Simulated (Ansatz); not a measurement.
**Worked example: C3H7Cl + CH7Si2 → C3H7 + CH7ClSi2**

Species: C3H7Cl (2-chloropropane) `CC(C)Cl`, singlet; CH7Si2 `[SiH2]C[SiH3]`, doublet; C3H7 (methylethyl) `C[CH]C`, doublet; CH7ClSi2 `[SiH3]C[SiH2]Cl`, singlet. A radical takes Cl: the energy is the difference in strength between the C–Cl bond broken and the Si–Cl bond made.

Shapes, held fixed at every level: PBE0-D4/def2-TZVP. Flexible molecules stand in one conformer, not always the lowest. Programs: Ansatz 0.2.0. The zero-point and thermal change to 298 K, harmonic and unscaled (PBE0-D4/def2-TZVP), is -4.8 kJ/mol.

At CCSD(T)/CBS estimate; 1 Eh = 2625.50 kJ/mol:

| species | energy (Eh) |
| --- | --- |
| C3H7Cl | -578.162311 |
| CH7Si2 | -620.363785 |
| C3H7 | -118.310197 |
| CH7ClSi2 | -1080.257373 |

Question: Work out ΔH(298 K) of the reaction at this level.

Answer: 
1. Products less reactants: (-118.310197) + (-1080.257373) − [(-578.162311) + (-620.363785)] = -0.041474 Eh = -108.9 kJ/mol.
2. With the thermal change: -108.9 + (-4.8) = -113.7 kJ/mol.

Other levels give -140.1 (HF/def2-SVP) to -99.7 kJ/mol (CCSD(T)/def2-SVP). No measured value is set beside it here. Open shells run unrestricted unless RO is named. The CBS estimate extrapolates MP2 from def2-TZVPP and def2-QZVPP and adds CCSD(T) − MP2 in the triple-zeta set, cores frozen.
